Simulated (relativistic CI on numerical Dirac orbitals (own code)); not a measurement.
One change at a time: Pd III

Base calculation: Dirac-Coulomb-Breit CI, orbitals from a KLI potential per configuration, a model potential for QED, valence Slater integrals scaled by 0.85, P86 correlation energy added to each configuration.

CI space (outside the closed core [Kr]): 4d⁸, 4d⁷5s, 4d⁷5p, 4d⁷4f, 4d⁶5s², 4d⁷5d, 4d⁷6s, 4d⁷6p, 4d⁶5s5p, 4d⁷6d, 4d⁷5f, 4d⁷5g, 4d⁷6f, 4d⁷6g, 4d⁶5p², 4d⁶5s6s. Levels of other configurations are missing.

Variants: (1) no correlation estimate; (2) Slater integrals left unscaled; (3) QED terms removed; (4) configuration mixing switched off. Shifts of the energy above 4d⁸ ³F4, in cm⁻¹, for the lowest level and the first level of each name with at least 55 % of one term (blank where a level changes its place among those of its configuration and J or its character, or is not in the variant):

```
    Level     Base     Δ(1)     Δ(2)    Δ(3)    Δ(4)  Measured
  4d⁸ ³F4      0.0      0.0      0.0     0.0     0.0       0.0
  4d⁸ ³F3   3030.4     -1.2     +0.3   -10.5   +24.8    3229.7
  4d⁸ ³F2   4533.4     -2.6   +128.8   -12.5   +45.8    4687.3
  4d⁸ ³P1  14478.1    -40.6  +1934.8   -11.5  +661.5   13470.3
  4d⁸ ³P0  14725.1    -39.6  +2010.6   -10.6  +655.6   13699.1
  4d⁸ ¹G4  18342.3    -14.1  +2726.4    -9.2  +128.4   17880.4
  4d⁸ ¹S0  42542.3    -19.1  +6836.6   -11.6  +405.6          
4d⁷5s ⁵F5  55705.6  -4236.8  -2108.2  -136.1  -514.6   52915.9
4d⁷5s ⁵F4  57795.5  -4237.1  -2105.4  -142.8  -506.4   55088.8
4d⁷5s ⁵F3  59379.7  -4236.9  -2102.5  -148.0  -512.9   56741.5
4d⁷5s ⁵F2  60448.4  -4236.9  -2077.9  -151.0  -514.1   57845.0
4d⁷5s ⁵F1  61112.4  -4237.0  -2055.4  -152.7  -513.4   58527.3
4d⁷5s ³F4  65801.1  -4260.3   -492.0  -132.0  +433.6   62560.9
4d⁷5s ³F3  68506.2  -4260.7   -473.1  -140.5  +380.0   65255.4
```

Correlation outside the listed configurations is missing or only estimated: errors of thousands of cm⁻¹ between configurations and terms are usual at this charge. Rates and lifetimes follow the computed energies and can be off by large factors. The fine structure of a lone outer electron comes out too small, for d and f at times inverted, and misplaced configurations move strength between like terms. 54 of the 69 excited levels that our extract of the measured tables holds in this range could be paired (the sources list more); they are missed by 2490 cm⁻¹ on average and 4549 at most, and levels without a partner can miss by more. Some levels of the ground configuration have no partner and can miss by 10 % or more.

Measured levels: Moore, Atomic Energy Levels, vol. III, NSRDS-NBS 35 (1971 reprint of NBS Circular 467, 1958).

Ionisation energy from the two ground configurations alone: base 32.6 eV; no correlation estimate 31.29 eV; Slater integrals left unscaled 32.41 eV. The NIST ASD value (semi-empirical) is 32.93 eV.

LS names give the leading component of a level, which can be under half, so a name can repeat, a term be missing and a line seem to break the LS rules.
